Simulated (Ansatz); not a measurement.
A CCSD(T) single point on `CO[SiH](C)Cl`.

```yaml
crystal:
  periodic: [false, false, false]
  atoms:
    - {symbol: C, position_ang: [-1.808480, 0.530835, -0.202296]}
    - {symbol: O, position_ang: [-0.985978, 0.085697, 0.852824]}
    - {symbol: Si, position_ang: [0.644012, 0.098659, 0.850532]}
    - {symbol: C, position_ang: [1.378506, -0.941738, -0.495786]}
    - {symbol: Cl, position_ang: [1.316561, 2.034404, 0.576692]}
    - {symbol: H, position_ang: [-1.626404, 1.586494, -0.426833]}
    - {symbol: H, position_ang: [-1.647190, -0.056793, -1.112757]}
    - {symbol: H, position_ang: [-2.847907, 0.412172, 0.106393]}
    - {symbol: H, position_ang: [1.048725, -0.331574, 2.203733]}
    - {symbol: H, position_ang: [1.092922, -0.571006, -1.482895]}
    - {symbol: H, position_ang: [1.043100, -1.977886, -0.401858]}
    - {symbol: H, position_ang: [2.469035, -0.924464, -0.433849]}
basis:
  gaussian: {orbitals: def2-TZVPP}
correlation: {method: ccsd_t}
output: {orbitals: {seedname: orbitals}}
```

```sh
$ ansatz run in.yaml --threads 4 --pin off --events-out ev --progress --plain
```

The program prints (abridged):

```
Functional definition: HF
1602 factors; integrals over basis functions are off by at most 1.3e-3 eV
mean field evaluation 1: about -24576.3678 eV, gradient 3.9e1 eV
mean field evaluation 2: about -24576.6593 eV, gradient 3.9e1 eV
mean field evaluation 4: about -24580.1294 eV, gradient 4.6e0 eV
mean field evaluation 8: about -24580.1943 eV, gradient 2.4e-1 eV
mean field -24580.19456740 eV, -903.3054892976 hartree, gradient 9.3e-6 eV, S^2 0.000000; 0 other end points of the search recorded, 0 dependent functions left out
13 core orbitals not correlated: weight in the atoms' cores, before any rotation towards them, 1.000 or more for the frozen orbitals, at most 0.000 for the correlated occupied ones
reference -24580.19456740 eV, -903.3054892976 hartree; 16, 16 occupied and 246, 246 virtual orbitals, 1602 factors
second order -24.46664302 eV of doubles, -0.00000000 eV of singles
cycle   1  -25.26561074 eV  change   -8.0e-1 eV  update   9.8e-2
cycle   2  -25.83081936 eV  change   -5.7e-1 eV  update   2.8e-2
cycle   3  -25.94515468 eV  change   -1.1e-1 eV  update   1.3e-2
cycle   4  -25.93705933 eV  change    8.1e-3 eV  update   2.8e-3
cycle   5  -25.93618425 eV  change    8.8e-4 eV  update   1.2e-3
cycle   6  -25.93652337 eV  change   -3.4e-4 eV  update   3.4e-4
cycle   7  -25.93636819 eV  change    1.6e-4 eV  update   1.4e-4
cycle   8  -25.93635274 eV  change    1.5e-5 eV  update   4.1e-5
cycle   9  -25.93636579 eV  change   -1.3e-5 eV  update   1.5e-5
perturbative correction -0.99013743 eV, -0.0363868795 hartree
Total energy: -24607.12107062 eV, -904.2950200395 hartree
```

Hardware: 4 threads of a server CPU on a shared host. Wall time 62 s, peak host memory 7.3 GiB.

MP2 recovers 90.9 % of the CCSD(T) correlation energy and the triples give 3.7 %; T1 = 0.0101.
